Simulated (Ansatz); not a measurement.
`C[NH][In]([F])[F]` and `CNB(F)F` differ in one element.

Ansatz, PBE0-D4/def2-TZVP geometries, multiplicity 1. Each molecule was computed in one conformer, which needn't be the lowest.

Elements past krypton have def2 core potentials.

| property | `C[NH][In]([F])[F]` |
| --- | --- |
| LUMO energy (PBE0/def2-TZVPP) / eV | -2.18 |
| HOMO–LUMO gap (PBE0/def2-TZVPP) / eV | 5.26 |
| HOMO energy (B3LYP/def2-TZVPP) / eV | -7.24 |
| zero-point energy (PBE0-D4/def2-TZVP) / kJ/mol | 149.9 |
| HOMO energy (ωB97M-V/def2-TZVPP) / eV | -9.75 |
| HOMO energy (PBE0/def2-TZVPP) / eV | -7.44 |

(1) What does the change do to each property? (Best estimate.)

Answers

(1) The calculation gave: 
```csv
property,`CNB(F)F`,shift
LUMO energy (PBE0/def2-TZVPP) / eV,0.77,2.95
HOMO–LUMO gap (PBE0/def2-TZVPP) / eV,8.61,3.35
HOMO energy (B3LYP/def2-TZVPP) / eV,-7.61,-0.37
zero-point energy (PBE0-D4/def2-TZVP) / kJ/mol,172.0,22.1
HOMO energy (ωB97M-V/def2-TZVPP) / eV,-10.18,-0.43
HOMO energy (PBE0/def2-TZVPP) / eV,-7.84,-0.40
```

With PBE0 the HOMO falls by 0.40 eV and the LUMO rises by 2.95 eV, so the gap widens by about 3.35 eV. PBE moves the HOMO by -0.31 eV and ωB97M-V by -0.43 eV.

B3LYP here is the variant with VWN-RPA as its local correlation; programs differ in this.
